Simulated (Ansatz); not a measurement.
Computed with Ansatz on PBE0-D4/def2-TZVP structures; ΔE is electronic, products minus reactants. CCSD(T)/CBS is the MP2 limit (def2-TZVPP, def2-QZVPP) plus CCSD(T) − MP2 in def2-TZVPP, frozen cores. This one scheme is used for every species. Functionals use def2-TZVPP. HSE06 is defined as in plane-wave codes. For Br outer-core shells are correlated without core-valence functions, which leaves a few kJ/mol of doubt a bond. Scalar relativity is left out up to krypton. Each species was taken in one conformer, which may not be the lowest.

Consider the ligand exchange at the Si–F bond: `N[SiH](F)Cl` + HBr → `N[SiH](Cl)Br` + H–F.

Task: Is it downhill or uphill in electronic energy at CCSD(T)/CBS, and by how much? (Estimate.)

Result: The calculation gave: Uphill: ΔE = +0.53 eV.

Task: What do these levels give: PBE0-D4, HSE06-D4, CAM-B3LYP-D4, B2PLYP, r2SCANh, BHLYP, CCSD/def2-SVP, CCSD(T)/def2-TZVPP, MP2/def2-QZVPP, SCS-MP2/def2-QZVPP, MP2/CBS(def2), CCSD/CBS(def2)? (Estimate.)

Result: Computed: PBE0-D4 0.48, HSE06-D4 0.47, CAM-B3LYP-D4 0.69, B2PLYP 0.64, r2SCANh 0.59, BHLYP 0.71, CCSD/def2-SVP 0.65, CCSD(T)/def2-TZVPP 0.60, MP2/def2-QZVPP 0.49, SCS-MP2/def2-QZVPP 0.57, MP2/CBS(def2) 0.45, CCSD/CBS(def2) 0.56 eV.

Task: What do rigid-rotor, harmonic-oscillator terms from PBE0-D4/def2-TZVP frequencies (298.15 K, 1 bar) make of the CCSD(T)/CBS value? (An estimate is asked.)

Result: The calculation gave: ΔZPE = +0.05 eV, ΔH = +0.59 eV, ΔS = -1 J/(mol·K), ΔG = +0.60 eV.

Largest T1 diagnostic among the species: 0.010.

The D4 term adds −0.08 eV with B3LYP and −0.04 eV with PBE0; it sums over pairs of atoms, weighted by their polarisabilities, and B3LYP, whose exchange is more repulsive, gets the larger term. At CCSD(T), def2-SVP lies +0.10 eV from the extrapolated value and def2-TZVPP +0.07 eV. Leaving LDA and LC-ωPBE aside and taking each functional with its dispersion term where it has one, the values, not all of them listed here, spread over 0.25 eV, from revPBE-D4 to CAM-B3LYP-D4.

B3LYP here is the variant with VWN-RPA as its local correlation; programs differ in this.
